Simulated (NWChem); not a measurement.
Everything below was run with NWChem. System: trisilylamine (H$_{9}$NSi$_{3}$), charge 0, spin multiplicity 1, at a geometry optimised with PBE0/def2-SVP. Level: MP2/def2-TZVP, 16 core orbitals frozen.

Part of the output:

```
             Northwest Computational Chemistry Package (NWChem) 7.3.0
             --------------------------------------------------------

                                NWChem Input Module
                                -------------------

 Scaling coordinates for geometry "geometry" by  1.889725989
 (inverse scale =  0.529177249)

 Turning off AUTOSYM since
 SYMMETRY directive was detected!

                             Geometry "geometry" -> ""
                             -------------------------

 Output coordinates in angstroms (scale by  1.889725989 to convert to a.u.)

  No.       Tag          Charge          X              Y              Z
 ---- ---------------- ---------- -------------- -------------- --------------
    1 Si                  14.0000    -1.68778700     0.48676600     0.00000000
    2 N                    7.0000    -0.01946800    -0.07195200     0.00000000
    3 Si                  14.0000     0.84680200    -0.23261800     1.52277600
    4 Si                  14.0000     0.84680200    -0.23261800    -1.52277600
    5 H                    1.0000    -2.37086800    -0.02645200     1.22485100
    6 H                    1.0000    -1.79332700     1.98049700     0.00000000
    7 H                    1.0000    -2.37086800    -0.02645200    -1.22485100
    8 H                    1.0000    -0.10683200    -0.68757800     2.57822200
    9 H                    1.0000     1.94305800    -1.23231400     1.35332300
   10 H                    1.0000     1.45873300     1.05722400     1.97483900
   11 H                    1.0000     1.45873300     1.05722400    -1.97483900
   12 H                    1.0000     1.94305800    -1.23231400    -1.35332300
   13 H                    1.0000    -0.10683200    -0.68757800    -2.57822200

 Effective nuclear repulsion energy (a.u.)     289.1172669794

            Nuclear Dipole moment (a.u.)
            ----------------------------
        X                 Y               Z
 ---------------- ---------------- ----------------
     0.0000321253     0.0000245664     0.0000000000

      Symmetry information
      --------------------

 Group name             Cs
 Group number              2
 Group order               2
 No. of unique centers     8

      Symmetry unique atoms

     1    2    3    5    6    8    9   10


 Summary of "ao basis" -> "" (spherical)
 ------------------------------------------------------------------------------
       Tag                 Description            Shells   Functions and Types
 ---------------- ------------------------------  ------  ---------------------
 *                         def2-tzvp                  on all atoms

 Summary of "ao basis" -> "ao basis" (spherical)
 ------------------------------------------------------------------------------
       Tag                 Description            Shells   Functions and Types
 ---------------- ------------------------------  ------  ---------------------
 Si                        def2-tzvp                13       37   5s5p2d1f
 N                         def2-tzvp                11       31   5s3p2d1f
 H                         def2-tzvp                 4        6   3s1p

                                 NWChem SCF Module
                                 -----------------

  ao basis        = "ao basis"
  functions       =   196
  atoms           =    13
  closed shells   =    29
  open shells     =     0
  charge          =   0.00
  wavefunction    = RHF
  use symmetry    = T
  symmetry adapt  = T

 Summary of "ao basis" -> "ao basis" (spherical)
 ------------------------------------------------------------------------------
       Tag                 Description            Shells   Functions and Types
 ---------------- ------------------------------  ------  ---------------------
 Si                        def2-tzvp                13       37   5s5p2d1f
 N                         def2-tzvp                11       31   5s3p2d1f
 H                         def2-tzvp                 4        6   3s1p

      Symmetry analysis of basis
      --------------------------

        a'        112
        a"         84

 Forming initial guess at       0.1s

      Superposition of Atomic Density Guess
[...]
    19      0.216199   1 Si py               15     -0.200000   1 Si px
   151     -0.186631   6 H  s               175     -0.185452  10 H  s

 Vector   31  Occ=0.000000D+00  E= 1.304270D-01  Symmetry=a'
              MO Center=  5.3D-01,  2.7D-01, -1.1D-12, r^2= 9.3D+00
   Bfn.  Coefficient  Atom+Function         Bfn.  Coefficient  Atom+Function
  ----- ------------  ---------------      ----- ------------  ---------------
     5      1.546025   1 Si s                86      1.334426   3 Si px
   123      1.334426   4 Si px               19     -0.912661   1 Si py
   163      0.911424   8 H  s               193      0.911424  13 H  s
    18      0.867059   1 Si px               73     -0.769198   3 Si s
   110     -0.769198   4 Si s               169     -0.685009   9 H  s

 Vector   32  Occ=0.000000D+00  E= 1.309229D-01  Symmetry=a"
              MO Center= -3.2D-01,  5.1D-01,  2.1D-14, r^2= 9.4D+00
   Bfn.  Coefficient  Atom+Function         Bfn.  Coefficient  Atom+Function
  ----- ------------  ---------------      ----- ------------  ---------------
    20      1.384952   1 Si pz               73     -1.376027   3 Si s
   110      1.376027   4 Si s                88      1.187467   3 Si pz
   125      1.187467   4 Si pz              145     -0.923722   5 H  s
   157      0.923722   7 H  s               169      0.658067   9 H  s
   187     -0.658067  12 H  s                51      0.610100   2 N  pz

 center of mass
 --------------
 x =  -0.00096400 y =  -0.00355618 z =  -0.00000000

 moments of inertia (a.u.)
 ------------------
         634.483775579699         139.306671977410           0.000000000000
         139.306671977410        1085.749903269598           0.000000000000
           0.000000000000           0.000000000000         593.751771472857

  Mulliken analysis of the total density
  --------------------------------------

    Atom       Charge   Shell Charges
 -----------   ------   -------------------------------------------------------
    1 Si  14    13.62   2.00  0.58  1.39  0.79  0.38  4.12  1.73  0.52  1.34  0.29  0.18  0.25  0.05
    2 N    7     7.67   0.82  1.16  0.48  0.89  0.15  1.49  1.96  0.70  0.00  0.02  0.00
    3 Si  14    13.62   2.00  0.58  1.39  0.79  0.38  4.12  1.73  0.52  1.34  0.29  0.18  0.25  0.05
    4 Si  14    13.62   2.00  0.58  1.39  0.79  0.38  4.12  1.73  0.52  1.34  0.29  0.18  0.25  0.05
    5 H    1     1.05   0.24  0.56  0.24  0.01
    6 H    1     1.06   0.24  0.57  0.24  0.01
    7 H    1     1.05   0.24  0.56  0.24  0.01
    8 H    1     1.05   0.24  0.56  0.24  0.01
    9 H    1     1.05   0.24  0.56  0.24  0.01
   10 H    1     1.06   0.24  0.57  0.24  0.01
   11 H    1     1.06   0.24  0.57  0.24  0.01
   12 H    1     1.05   0.24  0.56  0.24  0.01
   13 H    1     1.05   0.24  0.56  0.24  0.01

       Multipole analysis of the density wrt the origin
       ------------------------------------------------

     L   x y z        total         open         nuclear
     -   - - -        -----         ----         -------
     0   0 0 0      0.000000      0.000000     58.000000

     1   1 0 0     -0.007992      0.000000      0.000032
     1   0 1 0     -0.028447      0.000000      0.000025
     1   0 0 1      0.000000      0.000000      0.000000

     2   2 0 0    -39.018887      0.000000    308.001064
     2   1 1 0     -0.178271      0.000000    -78.532403
     2   1 0 1     -0.000000      0.000000      0.000000
     2   0 2 0    -39.603299      0.000000     53.603328
     2   0 1 1     -0.000000      0.000000      0.000000
     2   0 0 2    -39.005305      0.000000    330.986348

                   NWChem MP2 Semi-direct Energy/Gradient Module
                   ---------------------------------------------

  Basis functions       =    196
  Molecular orbitals    =    196
  Frozen core           =     16
  Frozen virtuals       =      0
  Active alpha occupied =     13
  Active beta occupied  =     13
  Active alpha virtual  =    167
  Active beta virtual   =    167
  Use MO symmetry       = T
  Use skeleton AO sym   = T

  AO/Fock/Back tols     =   1.0D-09  1.0D-09  1.0D-09

 GA uses MA = F    GA memory limited = T

 Available:
  local mem=  1.26D+08
 global mem=  1.44D+08
 local disk=  0.00D+00
  mp2_memr nvloc                   167
  nvloc new                   167
   1 passes of  13:        6291456                     186875                 133979006.
   1 passes of  13: M    126006093           G      144102368           F     119714637.
  mp2_memr nvloc                   167
  nvloc new                   167
   2 passes of   7:        6291456                     136795                  72172840.
   2 passes of   7: M    126006093           G      144102368           F     119714637.

 Semi-direct pass number   1 of   2  for RHF alpha+beta  at       29.3s
  vrange nnbf                 18142
  mp2_eaftype                   275  avail_ma_in_mb                  1098
 EAF : mp2_eaftype filesize         275   36086420.
  mp2_eaf for mointskh                    275
Node 0 wrote    169.7 Mb in      0.0 s     Agg I/O rate:  7175.3 Mb/s
 Done moints_semi at       45.2s
  mp2_eaftype                   275  avail_ma_in_mb                   823
 EAF : mp2_eaftype filesize         275   36086420.
  mp2_eaf for kh                   275
 Done maket at       45.5s
 Semi-direct pass number   2 of   2  for RHF alpha+beta  at       45.5s
  vrange nnbf                 18142
  mp2_eaftype                   275  avail_ma_in_mb                   823
 EAF : mp2_eaftype filesize         275   36086420.
  mp2_eaf for mointskh                    275
Node 0 wrote    145.4 Mb in      0.0 s     Agg I/O rate:  6406.8 Mb/s
 Done moints_semi at       61.5s
  mp2_eaftype                   275  avail_ma_in_mb                   823
 EAF : mp2_eaftype filesize         275   36086420.
  mp2_eaf for kh                   275
 Done maket at       61.8s
 Done multipass loop at       61.8s

          -------------------------------------------
          SCF energy                -926.607531851131
          Correlation energy          -0.567271691495
          Singlet pairs               -0.408651207691
          Triplet pairs               -0.158620483804
          Total MP2 energy          -927.174803542626
          -------------------------------------------

          ---------------------------------------------------
                    Spin Component Scaled (SCS) MP2
          Same spin pairs                     -0.105746989203
          Same spin scaling factor             0.333333333333
          Opposite spin pairs                 -0.461524702293
          Opposite spin scaling fact.          1.200000000000
          SCS-MP2 correlation energy          -0.589078639152
          Total SCS-MP2 energy              -927.196610490283
          ---------------------------------------------------

 -----------------------
 Performance information
 -----------------------

 Timer overhead =  1.21D-07 seconds/call

               Nr. of calls         CPU time (s)                 Wall time (s)                GFlops
             ---------------    -------------------     ------------------------------   -------------------
Name         Min   Avg   Max    Min     Avg     Max     Min     Avg     Max   Mx/calls   Min     Max     Sum
mp2: moin     2     2     2    32.     32.     32.      32.     32.     32.     16.      0.0     0.0     0.0
mp2: make     2     2     2   0.52    0.52    0.52     0.52    0.52    0.52    0.26      0.0     0.0     0.0
mp2: tota     1     1     1    33.     33.     33.      33.     33.     33.     33.      0.0     0.0     0.0

 The average no. of pstat calls per process was 5.00D+00
 with a timing overhead of 6.07D-07s

 Task  times  cpu:       61.8s     wall:       61.8s

 Total times  cpu:       61.8s     wall:       61.8s
```

Q: Write an NWChem input that would produce this output.

A: One answer among several that fit: 
```
start mol
memory heap 200 mb stack 900 mb global 1100 mb
geometry units angstroms nocenter noautoz
  Si    -1.687787     0.486766     0.000000
  N     -0.019468    -0.071952     0.000000
  Si     0.846802    -0.232618     1.522776
  Si     0.846802    -0.232618    -1.522776
  H     -2.370868    -0.026452     1.224851
  H     -1.793327     1.980497     0.000000
  H     -2.370868    -0.026452    -1.224851
  H     -0.106832    -0.687578     2.578222
  H      1.943058    -1.232314     1.353323
  H      1.458733     1.057224     1.974839
  H      1.458733     1.057224    -1.974839
  H      1.943058    -1.232314    -1.353323
  H     -0.106832    -0.687578    -2.578222
  symmetry group Cs
end
basis spherical
  * library def2-tzvp
end
scf
  rhf
  nopen 0
  maxiter 100
  thresh 1e-7
  semidirect memsize 60000000 filesize 0
end
mp2
  freeze core 16
end
task mp2 energy
```
